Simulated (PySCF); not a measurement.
# Vibration and rotation of LiI

RHF-CCSD(T) constants of LiI, ¹Σ⁺ (singlet), closed shell (basis Li aug-cc-pVDZ, I aug-cc-pVDZ-PP with ECP28; scalar-relativistic core potentials; PySCF 2.14; masses 7.0160 and 126.9045 u):

| Property | Result |
| --- | --- |
| ωe | 465.7 cm⁻¹ |
| ωexe | 1.69 cm⁻¹ |
| Be | 0.4303 cm⁻¹ |
| αe | 0.00402 cm⁻¹ |
| De to Li + I | 3.65 eV |

**Question.** What force constant and bond length do these constants imply?

**Answer.** Reduced mass μred = 6.6484 u; k = 5.8918×10⁻⁷·μred·ωe² (u, cm⁻¹, mdyn/Å) = 0.850 mdyn/Å; Re = √(16.8576/(μred·Be)) (u, cm⁻¹, Å) = 2.427 Å.

**Question.** Estimate the centrifugal constant D from the Kratzer relation and find the Dunham coefficient a1.

**Answer.** D = 4Be³/ωe² = 1.47e-06 cm⁻¹; a1 = −1 − αeωe/(6Be²) = -2.69.

Measured values (Huber and Herzberg, Constants of Diatomic Molecules (1979)): ωe = 498.16 cm⁻¹, ωexe = 3.39 cm⁻¹, Be = 0.443182 cm⁻¹, αe = 0.00409 cm⁻¹.

Correlated steps freeze 4 core orbitals. Correlated levels converge slowly with the basis: in double zeta they bind strong bonds too weakly, by up to about 1 eV, and carry superposition errors of some tenths. Spin–orbit coupling is left out, which matters for elements this heavy, above all for dissociation energies. Where the molecule has an RHF reference, its open-shell atoms are computed with UHF.
